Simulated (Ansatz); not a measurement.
Start from `[NH2][Al]([NH2])[O][SiH3]` and change one atom or group to get `[NH2][Al]([NH2])[SiH2][SiH3]`.

Ansatz, PBE0-D4/def2-TZVP geometries, multiplicity 1. Each molecule was computed in one conformer, which needn't be the lowest.

```json
{"property": "HOMO–LUMO gap (PBE0/def2-TZVPP) / eV", "`[NH2][Al]([NH2])[O][SiH3]`": "6.89"}
{"property": "size of the dipole moment (B3LYP/def2-TZVPP) / D", "`[NH2][Al]([NH2])[O][SiH3]`": "1.81"}
{"property": "LUMO energy (PBE/def2-TZVPP) / eV", "`[NH2][Al]([NH2])[O][SiH3]`": "-0.99"}
{"property": "HOMO energy (ωB97M-V/def2-TZVPP) / eV", "`[NH2][Al]([NH2])[O][SiH3]`": "-9.44"}
{"property": "LUMO energy (PBE0/def2-TZVPP) / eV", "`[NH2][Al]([NH2])[O][SiH3]`": "-0.16"}
{"property": "HOMO–LUMO gap (ωB97M-V/def2-TZVPP) / eV", "`[NH2][Al]([NH2])[O][SiH3]`": "10.78"}
```

(1) Give the same properties after the change, and the shifts. (Best estimate.)

Answers

(1) Computed: 
```json
{"property": "HOMO–LUMO gap (PBE0/def2-TZVPP) / eV", "`[NH2][Al]([NH2])[SiH2][SiH3]`": "6.55", "shift": "-0.34"}
{"property": "size of the dipole moment (B3LYP/def2-TZVPP) / D", "`[NH2][Al]([NH2])[SiH2][SiH3]`": "1.90", "shift": "0.09"}
{"property": "LUMO energy (PBE/def2-TZVPP) / eV", "`[NH2][Al]([NH2])[SiH2][SiH3]`": "-1.25", "shift": "-0.26"}
{"property": "HOMO energy (ωB97M-V/def2-TZVPP) / eV", "`[NH2][Al]([NH2])[SiH2][SiH3]`": "-9.37", "shift": "0.07"}
{"property": "LUMO energy (PBE0/def2-TZVPP) / eV", "`[NH2][Al]([NH2])[SiH2][SiH3]`": "-0.52", "shift": "-0.36"}
{"property": "HOMO–LUMO gap (ωB97M-V/def2-TZVPP) / eV", "`[NH2][Al]([NH2])[SiH2][SiH3]`": "10.52", "shift": "-0.26"}
```

Dipoles are sizes alone; their direction can turn.

B3LYP here is the variant with VWN-RPA as its local correlation; programs differ in this.
